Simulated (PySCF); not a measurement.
Species: C6H6F3O (doublet state).
Geometry (GFN2-xTB, Å), atoms numbered from 1 in this order:
```xyz
16
C6H6F3O angstrom
F     -3.4314   -0.2677    0.0668
C     -2.1553    0.0671   -0.1900
F     -2.0336    1.3642    0.1373
F     -1.9973   -0.0095   -1.5148
C     -1.1681   -0.8213    0.5796
C      0.2473   -0.5016    0.2818
C      1.0261    0.7004    0.7085
C      2.1592    0.6403   -0.2714
C      1.9552   -0.3936   -1.0941
O      0.8234   -1.0794   -0.8194
H     -1.3853   -0.6822    1.6410
H     -1.3854   -1.8517    0.2899
H      1.3690    0.6361    1.7511
H      0.4550    1.6385    0.6326
H      2.9769    1.3305   -0.2922
H      2.5367   -0.7611   -1.9180
```

The hyperfine couplings belong to this conformer and change with its torsions.

Identity: `FC(F)(F)C[C]1CC=CO1` [radical].

Method: UKS B3LYP, pcH-1 on C F H O, non-relativistic, mean-field spin-orbit, GIAO (PySCF). The structure is a single GFN2-xTB conformer in the gas phase; no vibrational or solvent corrections. The geometry wasn't refined by DFT: couplings that depend on bond lengths, twists or pyramidal angles can differ widely from those at the functional's own minimum. Stability of the SCF solution: not tested.

Q: Predict the first-order ENDOR lines of F1/F3/F4, H13/H14, H11/H12 and H15 under fast tumbling at B = 344.4 mT (X band).

A: ν± = |νn ± a/2|, one line for each electron-spin manifold; νn = |g_N| × 7.62259 MHz/T × B.

```tsv
nuclei	isotope	g_N	νn (MHz)	a_iso (MHz)	lower line (MHz)	upper line (MHz)
F1/F3/F4	19F	5.2577	13.80	9.77	8.92	18.69
H13/H14	1H	5.5857	14.66	147.47	59.07	88.40
H11/H12	1H	5.5857	14.66	27.28	1.02	28.30
H15	1H	5.5857	14.66	-6.72	11.30	18.03
```

Q: Which pairs are centred on the nuclear Larmor frequency, and which on half the coupling?

A: Centred on νn, since |a| < 2νn: F1/F3/F4, H11/H12 and H15. Centred on |a|/2 and split by 2νn: H13/H14.

Q: At what field would the lower line of F1/F3/F4 fall to zero frequency?

A: Where νn = |a|/2, that is B = 4.89 MHz/(5.2577 × 7.62259 MHz/T) = 122 mT, as far as first order holds there.

Nuclei that the bonding pattern makes equivalent are averaged, as if the motion that swaps them (rotation, inversion, ring flip) were fast. The three 19F nuclei of mean +9.8 MHz run from -1.9 to 28.0 MHz in the frozen geometry. The 1H value of +27.3 MHz is a mean of couplings from 24.1 to 30.5 MHz in this one geometry, not an average over conformers.

The largest Mulliken spin populations are on C6 (+0.84), C8 (+0.09), C7 (-0.09) and O10 (+0.09). C6 is the only atom above +0.15. The angles at C6 add up to 356.5°, so it is nearly planar.

The run took 1.9 min (with the writing of density and orbital grids) on an Arm Neoverse V2 with one thread (shared host), and the process peaked at 1.1 GiB of memory.
